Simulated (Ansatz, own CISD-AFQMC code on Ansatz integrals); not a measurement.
C2H4S, SMILES `[CH2]S[CH2]` (lower singlet) (charge 0, multiplicity 1). This singlet lies 1.11 eV below the relaxed triplet at the level frozen-core CCSD(T)/cc-pVTZ // B3LYP-D3(BJ)/def2-TZVP (Ansatz, a first-principles code).

Z-matrix (Å, degrees):
```
S
C 1 1.6247
H 2 1.0774 1 115.31
H 2 1.0791 3 120.96 1 179.98
C 1 1.6247 2 115.53 3 179.96
H 5 1.0774 1 115.31 2 179.96
H 5 1.0791 6 120.96 1 179.98
```
Charge 0, spin multiplicity 1.

Frozen-core energies in cc-pVDZ from Ansatz at a geometry from B3LYP-D3(BJ)/def2-TZVP; the HF reference has <S^2> = 0.00 (restricted, and unstable towards unrestricted orbitals) and the T1 diagnostic is 0.016.

```csv
level,energy (Ha)
HF,-475.48071
MP2,-475.91059
CCSD,-475.94207
CCSD(T),-475.96202
```

Problem. Estimate the energies of CCSDT, phaseless AFQMC, CISD trial (own CISD-AFQMC code on Ansatz integrals; ±0.40 mHa) and CCSDT(Q), and give each level's difference from CCSDT(Q).

Solution. 
| level | energy (Ha) | difference from CCSDT(Q) (mHa) |
|---|---|---|
| MP2 | -475.91059 | 54.62 |
| CCSD | -475.94207 | 23.14 |
| CCSD(T) | -475.96202 | 3.19 |
| CCSDT | -475.96313 | 2.08 |
| phaseless AFQMC, CISD trial (own CISD-AFQMC code on Ansatz integrals; ±0.40 mHa) | -475.96424 | 0.97 |
| CCSDT(Q) | -475.96521 | 0.00 |
